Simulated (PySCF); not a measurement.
Record of a relaxation.

Ethylbenzene, C₈H₁₀.
Atom-mapped SMILES: `[CH3:1][CH2:2][c:3]1[cH:4][cH:5][cH:6][cH:7][cH:8]1` (hydrogens: H9, H10, H11 on C1; H12, H13 on C2; H14 on C4; H15 on C5; H16 on C6; H17 on C7; H18 on C8)

Method: PBE0-D3(BJ)/def2-TZVP geometry optimisation, gas phase in PySCF 2.14.0; density fitting, grid level 2; the optimiser is geomeTRIC in internal coordinates, started from a GFN2-xTB structure with every atom displaced at random (about 0.01 Å). The frame can shift and turn from step to step; on so coarse a grid that alone can change the energy by a few meV, and forces under 0.02 eV/Å are noise.

Step 0: E = -8452.2583 eV, largest atomic force 3.015 eV/Å
```
atom  x, y, z in Å  |  force x, y, z in eV/Å
C1     -2.368   -0.489   -0.640   -1.481   1.463   0.439
C2     -1.661    0.135    0.554    0.013   0.242  -0.091
C3     -0.193    0.144    0.308    1.777   0.327   0.047
C4      0.641   -0.943    0.672   -2.986  -0.063   0.413
C5      1.964   -0.965    0.407    1.370  -0.030  -0.108
C6      2.561    0.127   -0.209    0.581  -0.380   0.015
C7      1.806    1.213   -0.571    0.034   0.614  -0.301
C8      0.453    1.230   -0.317   -1.450  -0.432   0.400
H9     -3.464   -0.463   -0.452    0.510  -0.181  -0.224
H10    -2.186    0.113   -1.532    0.075  -0.137  -0.097
H11    -2.067   -1.488   -0.805    0.393  -1.129  -0.235
H12    -1.878   -0.446    1.456   -0.036   0.094   0.025
H13    -2.038    1.170    0.709    0.239  -0.573  -0.020
H14     0.128   -1.789    1.171    0.530   0.382  -0.261
H15     2.556   -1.825    0.704    0.042   0.076  -0.053
H16     3.626    0.128   -0.398    0.089  -0.051  -0.030
H17     2.260    2.073   -1.061    0.031  -0.146   0.099
H18    -0.167    2.087   -0.590    0.268  -0.076  -0.017
```

Step 1: E = -8452.3945 eV, largest atomic force 0.484 eV/Å
```
atom  x, y, z in Å  |  force x, y, z in eV/Å
C1     -2.432   -0.468   -0.546    0.101  -0.236  -0.009
C2     -1.634    0.155    0.595    0.048   0.006   0.052
C3     -0.156    0.158    0.322   -0.210  -0.217  -0.015
C4      0.665   -0.850    0.821    0.403   0.258  -0.076
C5      2.022   -0.872    0.508   -0.247  -0.118   0.132
C6      2.568    0.105   -0.304    0.007   0.099  -0.009
C7      1.757    1.118   -0.796   -0.042  -0.073  -0.071
C8      0.403    1.134   -0.497    0.194   0.023   0.085
H9     -3.500   -0.471   -0.324   -0.038   0.013  -0.001
H10    -2.275    0.085   -1.473   -0.009   0.000  -0.042
H11    -2.118   -1.507   -0.721   -0.052   0.204   0.032
H12    -1.832   -0.392    1.522    0.000   0.043  -0.023
H13    -1.974    1.183    0.749   -0.018   0.001   0.045
H14     0.268   -1.601    1.492   -0.143  -0.064  -0.035
H15     2.650   -1.659    0.912    0.014   0.000  -0.008
H16     3.625    0.090   -0.541    0.036  -0.003  -0.013
H17     2.182    1.891   -1.425    0.000   0.045  -0.020
H18    -0.223    1.928   -0.886   -0.044   0.018  -0.022
```

Step 2: E = -8452.4002 eV, largest atomic force 0.214 eV/Å
```
atom  x, y, z in Å  |  force x, y, z in eV/Å
C1     -2.436   -0.471   -0.542    0.010  -0.050   0.005
C2     -1.636    0.157    0.594    0.051  -0.023   0.010
C3     -0.159    0.155    0.318    0.024   0.046  -0.090
C4      0.673   -0.842    0.813    0.048  -0.151   0.145
C5      2.029   -0.873    0.515   -0.160   0.105  -0.057
C6      2.573    0.110   -0.297    0.081   0.017  -0.021
C7      1.760    1.116   -0.799   -0.009  -0.057   0.028
C8      0.408    1.134   -0.493    0.014   0.073  -0.018
H9     -3.506   -0.471   -0.318   -0.001   0.009  -0.005
H10    -2.282    0.074   -1.475   -0.001   0.002  -0.001
H11    -2.125   -1.506   -0.710   -0.008   0.030   0.008
H12    -1.832   -0.385    1.524   -0.002   0.003   0.007
H13    -1.975    1.186    0.751    0.006  -0.007   0.009
H14     0.255   -1.609    1.458   -0.039  -0.023  -0.005
H15     2.654   -1.663    0.917   -0.007   0.021  -0.003
H16     3.631    0.097   -0.533    0.005   0.001  -0.006
H17     2.182    1.891   -1.430   -0.006  -0.002   0.008
H18    -0.220    1.927   -0.885   -0.004   0.005  -0.014
```

Step 3: E = -8452.3992 eV, largest atomic force 0.238 eV/Å
```
atom  x, y, z in Å  |  force x, y, z in eV/Å
C1     -2.436   -0.480   -0.535   -0.052   0.086   0.013
C2     -1.631    0.157    0.594   -0.018   0.060  -0.062
C3     -0.158    0.159    0.308   -0.032   0.078   0.007
C4      0.661   -0.844    0.811    0.024  -0.002  -0.062
C5      2.015   -0.862    0.512    0.188  -0.142   0.034
C6      2.581    0.115   -0.293   -0.163  -0.011   0.025
C7      1.769    1.119   -0.801    0.062   0.046   0.009
C8      0.417    1.141   -0.496   -0.110  -0.009  -0.004
H9     -3.505   -0.481   -0.305    0.018   0.002  -0.006
H10    -2.292    0.061   -1.473    0.004   0.001   0.020
H11    -2.122   -1.510   -0.700    0.022  -0.086  -0.008
H12    -1.819   -0.383    1.526    0.007  -0.013   0.015
H13    -1.973    1.184    0.755   -0.010  -0.003  -0.016
H14     0.227   -1.620    1.435    0.068   0.046  -0.014
H15     2.637   -1.654    0.914    0.025  -0.012   0.016
H16     3.641    0.096   -0.523   -0.041  -0.014   0.018
H17     2.192    1.895   -1.429   -0.011  -0.009   0.008
H18    -0.209    1.937   -0.891    0.018  -0.019   0.009
```

Step 4: E = -8452.4020 eV, largest atomic force 0.061 eV/Å
```
atom  x, y, z in Å  |  force x, y, z in eV/Å
C1     -2.436   -0.479   -0.536   -0.009   0.009   0.005
C2     -1.630    0.158    0.592   -0.009   0.017  -0.014
C3     -0.157    0.160    0.308   -0.025  -0.003   0.010
C4      0.666   -0.844    0.809    0.013  -0.003  -0.010
C5      2.021   -0.872    0.513   -0.028   0.014  -0.010
C6      2.573    0.112   -0.293    0.032   0.009  -0.012
C7      1.765    1.120   -0.798    0.018   0.008  -0.005
C8      0.412    1.144   -0.499   -0.007  -0.047   0.039
H9     -3.504   -0.478   -0.306    0.001   0.003  -0.002
H10    -2.290    0.063   -1.473    0.002   0.000   0.001
H11    -2.123   -1.512   -0.700    0.002  -0.013   0.000
H12    -1.819   -0.382    1.525    0.002   0.001   0.004
H13    -1.973    1.185    0.750   -0.007   0.000  -0.004
H14     0.237   -1.615    1.442   -0.001   0.011  -0.004
H15     2.645   -1.661    0.915    0.004   0.005  -0.002
H16     3.632    0.095   -0.524    0.002   0.002  -0.002
H17     2.191    1.896   -1.424    0.006  -0.003   0.000
H18    -0.215    1.938   -0.893    0.004  -0.010   0.006
```

Step 5: E = -8452.4019 eV, largest atomic force 0.058 eV/Å
```
atom  x, y, z in Å  |  force x, y, z in eV/Å
C1     -2.439   -0.476   -0.537    0.013  -0.027  -0.001
C2     -1.634    0.160    0.591    0.020  -0.035   0.024
C3     -0.159    0.153    0.313    0.040   0.013  -0.034
C4      0.670   -0.848    0.810   -0.011   0.003   0.008
C5      2.025   -0.871    0.510   -0.019  -0.016   0.017
C6      2.577    0.113   -0.296   -0.013   0.017  -0.002
C7      1.764    1.120   -0.796   -0.006  -0.028   0.006
C8      0.412    1.134   -0.493    0.003   0.055  -0.019
H9     -3.508   -0.468   -0.313   -0.003   0.003   0.001
H10    -2.285    0.061   -1.476    0.001  -0.001  -0.005
H11    -2.132   -1.513   -0.696   -0.007   0.019   0.003
H12    -1.829   -0.375    1.525   -0.002   0.004   0.002
H13    -1.972    1.190    0.743    0.007  -0.002   0.001
H14     0.249   -1.619    1.447   -0.010  -0.015   0.004
H15     2.652   -1.658    0.912   -0.003  -0.003   0.001
H16     3.636    0.099   -0.528    0.004  -0.003   0.001
H17     2.186    1.898   -1.422   -0.006   0.005  -0.001
H18    -0.217    1.928   -0.885   -0.007   0.012  -0.007
```

Step 6: E = -8452.4023 eV, largest atomic force under 0.02 eV/Å
```
atom  x, y, z in Å  |  force x, y, z in eV/Å
C1     -2.438   -0.479   -0.536    0.005  -0.011   0.001
C2     -1.632    0.159    0.592    0.005  -0.007   0.006
C3     -0.158    0.157    0.310    0.003   0.002  -0.015
C4      0.667   -0.846    0.808    0.008   0.001   0.004
C5      2.022   -0.871    0.510   -0.007  -0.005   0.006
C6      2.576    0.112   -0.295   -0.004   0.009   0.000
C7      1.765    1.121   -0.796    0.001  -0.014  -0.003
C8      0.412    1.139   -0.496    0.000   0.017   0.006
H9     -3.507   -0.473   -0.309   -0.001   0.003   0.000
H10    -2.287    0.059   -1.475    0.001  -0.001  -0.002
H11    -2.128   -1.514   -0.696   -0.003   0.006   0.002
H12    -1.824   -0.377    1.526    0.001   0.004   0.002
H13    -1.973    1.188    0.745   -0.001   0.000   0.000
H14     0.242   -1.616    1.444   -0.006  -0.006  -0.002
H15     2.648   -1.660    0.912    0.000  -0.001  -0.001
H16     3.634    0.097   -0.526    0.001  -0.001   0.000
H17     2.190    1.898   -1.421   -0.002   0.002   0.000
H18    -0.215    1.934   -0.888   -0.002   0.003  -0.002
```

Question: Summarise the path.

Answer: The energy falls by 13.89 kJ/mol from step 0 to step 6; nine tenths of that is first reached at step 1. It rises by more than 0.2 meV at step 3. The largest force goes from 3.015 to under 0.02 eV/Å. Among the bonds C4–C5 changes most, from 1.349 to 1.387 Å; the atoms move by 0.090 Å rms after alignment.

Question: Follow the three bonds and two angles with the largest change from start to end.

Answer: 
```json
{"step": "0", "E above end (kJ/mol)": "13.89", "largest force (eV/Å)": "3.015", "C4–C5 (Å)": "1.349", "C1–H11 (Å)": "1.057", "C3–C4 (Å)": "1.417", "C3–C4–H14 (°)": "115.4", "C1–C2–C3 (°)": "109.3"}
{"step": "1", "E above end (kJ/mol)": "0.75", "largest force (eV/Å)": "0.484", "C4–C5 (Å)": "1.393", "C1–H11 (Å)": "1.099", "C3–C4 (Å)": "1.392", "C3–C4–H14 (°)": "120.6", "C1–C2–C3 (°)": "112.3"}
{"step": "2", "E above end (kJ/mol)": "0.20", "largest force (eV/Å)": "0.214", "C4–C5 (Å)": "1.389", "C1–H11 (Å)": "1.093", "C3–C4 (Å)": "1.389", "C3–C4–H14 (°)": "119.2", "C1–C2–C3 (°)": "112.2"}
{"step": "3", "E above end (kJ/mol)": "0.29", "largest force (eV/Å)": "0.238", "C4–C5 (Å)": "1.386", "C1–H11 (Å)": "1.090", "C3–C4 (Å)": "1.389", "C3–C4–H14 (°)": "119.2", "C1–C2–C3 (°)": "112.2"}
{"step": "4", "E above end (kJ/mol)": "0.03", "largest force (eV/Å)": "0.061", "C4–C5 (Å)": "1.387", "C1–H11 (Å)": "1.092", "C3–C4 (Å)": "1.391", "C3–C4–H14 (°)": "119.3", "C1–C2–C3 (°)": "112.3"}
{"step": "5", "E above end (kJ/mol)": "0.04", "largest force (eV/Å)": "0.058", "C4–C5 (Å)": "1.388", "C1–H11 (Å)": "1.093", "C3–C4 (Å)": "1.391", "C3–C4–H14 (°)": "119.3", "C1–C2–C3 (°)": "112.3"}
{"step": "6", "E above end (kJ/mol)": "0.00", "largest force (eV/Å)": "under 0.02", "C4–C5 (Å)": "1.387", "C1–H11 (Å)": "1.093", "C3–C4 (Å)": "1.391", "C3–C4–H14 (°)": "119.3", "C1–C2–C3 (°)": "112.3"}
```

The cost below is that of the whole optimisation. Time: 8.7 min wall, 18 min CPU; peak memory 2.0 GiB. Hardware: Intel Xeon at 2.50 GHz, 2 threads, no GPU, shared host with 64 logical CPUs at a one-minute load of 62.
